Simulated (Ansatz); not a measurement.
Reaction (cleavage of the Si–Ga bond): `[SiH3][SiH2][GaH2]` + `O=C(O)O` → `O=C(O)O[SiH2][SiH3]` + `[GaH3]`

Calculated with Ansatz (gas phase, PBE0-D4/def2-TZVP geometries, no zero-point term in ΔE). CCSD(T)/CBS adds triple-zeta CCSD(T) − MP2 to the extrapolated MP2 energy (def2 sets, frozen cores). DFT in def2-TZVPP. B3LYP here is the variant with VWN-RPA as its local correlation; programs differ in this. For Ga outer-core shells are correlated without core-valence functions, which leaves a few kJ/mol of doubt a bond. Scalar relativity is left out up to krypton. One conformer a species, not always the lowest.

| level | ΔE (kJ/mol) | difference from CCSD(T)/CBS |
| --- | --- | --- |
| PBE-D4 | -28.8 | 20.3 |
| r2SCAN-D4 | -44.5 | 4.6 |
| PBE0-D4 | -34.0 | 15.1 |
| B3LYP-D4 | -50.4 | -1.3 |
| ωB97X-V | -54.0 | -4.9 |
| ωB97M-V | -55.3 | -6.2 |
| B2PLYP | -51.7 | -2.6 |
| PBE | -26.2 | 22.9 |
| r2SCAN | -43.6 | 5.5 |
| PBE0 | -31.8 | 17.3 |
| B3LYP | -46.4 | 2.7 |
| HF/def2-TZVPP | -68.0 | -18.9 |
| MP2/def2-TZVPP | -53.9 | -4.8 |
| SCS-MP2/def2-TZVPP | -58.5 | -9.4 |
| CCSD/def2-TZVPP | -51.1 | -2.0 |
| CCSD(T)/def2-TZVPP | -49.6 | -0.5 |
| HF/def2-QZVPP | -70.6 | -21.5 |
| MP2/def2-QZVPP | -54.5 | -5.4 |
| SCS-MP2/def2-QZVPP | -59.2 | -10.1 |
| HF/CBS(def2) | -70.9 | -21.8 |
| MP2/CBS(def2) | -53.4 | -4.3 |
| CCSD/CBS(def2) | -50.6 | -1.5 |
| CCSD(T)/CBS | -49.1 | 0 |

Largest T1 diagnostic among the species: 0.015.

In def2-TZVPP, CCSD(T) changes the Hartree–Fock value by +18.4 kJ/mol (the triples alone add +1.5 kJ/mol) and MP2 by +14.1 kJ/mol. From PBE to PBE0 (25 % exact exchange), in def2-TZVPP and without D4, ΔE moves by −5.6 kJ/mol.
